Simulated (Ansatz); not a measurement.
```yaml
crystal:
  periodic: [false, false, false]
  atoms:
    - {symbol: O, position_ang: [-0.094483, 1.131450, -0.863115]}
    - {symbol: Sb, position_ang: [-1.773386, -0.459920, -0.384646]}
    - {symbol: B, position_ang: [0.291509, 0.434914, 0.348796]}
    - {symbol: C, position_ang: [0.312279, -1.069839, 0.072583]}
    - {symbol: H, position_ang: [0.799218, 1.354810, 1.345383]}
    - {symbol: H, position_ang: [0.499218, 1.054810, 1.345383]}
    - {symbol: H, position_ang: [0.768197, -1.484637, -0.821335]}
    - {symbol: H, position_ang: [0.399590, -1.718637, 0.941077]}
basis:
  gaussian: {orbitals: def2-SVPD}
hamiltonian: {xc: {name: B2PLYP}}
accuracy: high
output: {forces: true}
```

```sh
$ ansatz run in.yaml --threads 2 --pin off --events-out ev --progress --plain --max-ram 4352MiB
```

Output, abridged:

```
Functional definition: B2PLYP
2669 factors; integrals over basis functions are off by at most 3.2e-9 eV
mean field evaluation 1: about -10325.1557 eV, gradient 6.3e1 eV
mean field evaluation 2: about -10325.4455 eV, gradient 6.3e1 eV
mean field evaluation 4: about -10334.2273 eV, gradient 1.9e1 eV
mean field evaluation 8: about -10335.1542 eV, gradient 9.3e-1 eV
mean field evaluation 16: about -10335.1755 eV, gradient 7.0e-3 eV
mean field evaluation 32: about -10335.1755 eV, gradient 3.6e-7 eV
mean field -10335.17550603 eV, -379.8106944130 hartree, gradient 3.1e-8 eV, S^2 0.000000; 0 other end points of the search recorded, 0 dependent functions left out; unrestricted orbitals would lower it
7 core orbitals not correlated: weight in the atoms' cores, before any rotation towards them, 1.000 or more for the frozen orbitals, at most 0.000 for the correlated occupied ones
reference -10335.17553077 eV, -379.8106953221 hartree; 16, 16 occupied and 104, 104 virtual orbitals, 2669 factors
second order -20.12614774 eV of doubles, -0.00000000 eV of singles
Total energy: -10340.60959066 eV, -380.0103933397 hartree
Atom 0 at    -0.094483     1.131450    -0.863115 Å, force     0.617114    -0.873812     3.385760 eV/Å
Atom 1 at    -1.773386    -0.459920    -0.384646 Å, force     0.600543     1.173291     0.367283 eV/Å
Atom 2 at     0.291509     0.434914     0.348796 Å, force    -2.720097    -0.469433    -8.283369 eV/Å
Atom 3 at     0.312279    -1.069839     0.072583 Å, force     0.748802    -0.775058     1.602345 eV/Å
Atom 4 at     0.799218     1.354810     1.345383 Å, force    31.112578    30.692002    -0.510954 eV/Å
Atom 5 at     0.499218     1.054810     1.345383 Å, force   -30.815445   -29.401306     3.406442 eV/Å
Atom 6 at     0.768197    -1.484637    -0.821335 Å, force     0.449630     0.187126    -0.110584 eV/Å
Atom 7 at     0.399590    -1.718637     0.941077 Å, force     0.006874    -0.532811     0.143076 eV/Å
Dipole moment:     0.253346    -0.142788     0.671937 e Å
```

(1) What is wrong with this run?

Results:

(1) One atom was put on top of another. The run converged. The result belongs to that input, not to the molecule as meant.
